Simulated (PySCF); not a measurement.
From one molecule to another.

First species: Silanimine, H₃NSi.
SMILES: `N=[SiH2]`

Second species: C6H8N2.
Numbering: `[CH3:1][NH:2][c:3]1[cH:4][cH:5][cH:6][cH:7][n:8]1` (hydrogens: H9, H10, H11 on C1; H12 on N2; H13 on C4; H14 on C5; H15 on C6; H16 on C7)

Levels: PBE0/pcSseg-1 for dipole moment, HOMO energy, LUMO energy and HOMO–LUMO gap; PBE0-D3(BJ)/def2-SVP for rotational constant A and rotational constant C. Geometries: PBE0-D3(BJ)/def2-SVP. Each species is one conformer at its optimised geometry, gas phase, non-relativistic unless stated; the electronic structure was computed with PySCF and density fitting.

Dipoles, sizes and rotational constants follow the conformer. The torsions of the flexible species, by atom-mapped SMILES:
- `[CH3:1][NH:2][c:3]1[cH:4][cH:5][cH:6][cH:7][n:8]1`: C1–N2–C3–C4 -1°

Values for the first species:

| Quantity | Value |
| --- | --- |
| Dipole moment | 2.39 D |
| HOMO energy | -7.62 eV |
| LUMO energy | -1.55 eV |
| HOMO–LUMO gap | 6.07 eV |
| Rotational constant A | 134.300 GHz |
| Rotational constant C | 14.828 GHz |

Estimate the same properties for the second species, and the change in each.

| property | first | second | second less first |
| --- | --- | --- | --- |
| dipole moment | 2.39 D | 2.06 D | -0.33 D |
| HOMO energy | -7.62 eV | -5.92 eV | +1.70 eV |
| LUMO energy | -1.55 eV | -0.41 eV | +1.14 eV |
| HOMO–LUMO gap | 6.07 eV | 5.51 eV | -0.56 eV |
| rotational constant A | 134.300 GHz | 5.142 GHz | -129.158 GHz |
| rotational constant C | 14.828 GHz | 1.217 GHz | -13.611 GHz |

On the first: The dipole equals about 8.0 × 10⁻³⁰ C·m (1 D = 3.33564 × 10⁻³⁰ C·m). A dipole of 2.39 D is allowed in Cs, and pure rotational transitions are dipole-allowed.

On the second: A dipole of 2.06 D is allowed in Cs, and pure rotational transitions are dipole-allowed. The dipole equals about 6.9 × 10⁻³⁰ C·m (1 D = 3.33564 × 10⁻³⁰ C·m).
